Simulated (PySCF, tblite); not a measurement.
What does the GFN2-xTB structure of `O=C(O)/C=C1\C[C@@H]1F` look like in three dimensions?

```
atom  x, y, z in Å
O1     2.875   -1.310    0.221
C2     1.907   -0.595    0.193
O3     1.971    0.717    0.467
C4     0.545   -1.054   -0.144
C5    -0.493   -0.244   -0.189
C6    -1.058    1.090    0.023
C7    -1.933   -0.066   -0.398
F8    -2.802   -0.592    0.515
H9     2.885    0.961    0.686
H10    0.457   -2.109   -0.361
H11   -1.128    1.433    1.046
H12   -0.861    1.878   -0.688
H13   -2.369   -0.108   -1.389
```

Any rigid rotation of these coordinates is as good. Atoms count from 1 in this order. The C–O distances run from 1.204 Å (O1=C2, drawn double) to 1.342 Å (C2–O3, drawn single), a spread of 0.138 Å. Of the pairs four or more bonds apart, O3···C6 is among the closest relative to their van der Waals radii: 3.08 Å, 96 % of the sum of Bondi's values. The 3-membered ring C5–C6–C7 has internal angles of 58.9° to 62.0°. O3 (acid hydroxyl oxygen) is bent (angle 109.7°).

Bonds between heavy atoms (Å): O1=C2 1.204, C2–O3 1.342, C2–C4 1.476, C4=C5 1.317, C5–C6 1.464, C6–C7 1.510, C7–F8 1.365, C5–C7 1.466.

Computed geometry: GFN2-xTB, gas phase.

Point group: C1 (no symmetry element, even within 0.4 Å). Its GFN2-xTB frequencies are all real (lowest 49 cm⁻¹). One conformer, not necessarily the lowest (O1–C2–O3–H 0°, O1–C2–C4–C5 -179°).
